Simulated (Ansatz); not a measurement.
Compare A (`SC1[SiH2]C[SiH2]1`) with its isomer B (`[SiH3]C[SiH2]C=S`).

Computed with Ansatz on PBE0-D4/def2-TZVP structures; ΔE is electronic, products minus reactants. CCSD(T)/CBS adds triple-zeta CCSD(T) − MP2 to the extrapolated MP2 energy (def2 sets, frozen cores). DFT in def2-TZVPP. B3LYP here is the variant with VWN-RPA as its local correlation; programs differ in this. One conformer a species, not always the lowest.

Problem. Which isomer does CCSD(T)/CBS put lower? Give the gap. (Best estimate.)

Solution. The calculation gave: A, by 53.1 kJ/mol.

Problem. Give E(B) − E(A) in kJ/mol with MP2/def2-TZVPP, PBE0-D4, r2SCAN-D4, B3LYP, CCSD(T)/def2-TZVPP, LDA (SPW92), B2PLYP. (Estimate.)

Solution. Computed: MP2/def2-TZVPP 58.3, PBE0-D4 73.0, r2SCAN-D4 61.6, B3LYP 40.9, CCSD(T)/def2-TZVPP 46.8, LDA (SPW92) 83.8, B2PLYP 45.0. None reverses the order clearly.

Problem. Does the order hold for the free energy at 298.15 K (harmonic terms from PBE0-D4)? (An estimate is asked.)

Solution. Ansatz gave: Yes: G(B) − G(A) = +43.7 kJ/mol, for one conformer each. Modes under 60 cm⁻¹, often nearly free rotors, make the harmonic entropy too high.

Largest T1 diagnostic: 0.014.

In def2-TZVPP, CCSD(T) changes the Hartree–Fock value by +8.2 kJ/mol (the triples alone add −2.6 kJ/mol) and MP2 by +19.7 kJ/mol. At CCSD(T), def2-SVP lies −22.8 kJ/mol from the extrapolated value and def2-TZVPP −6.4 kJ/mol.
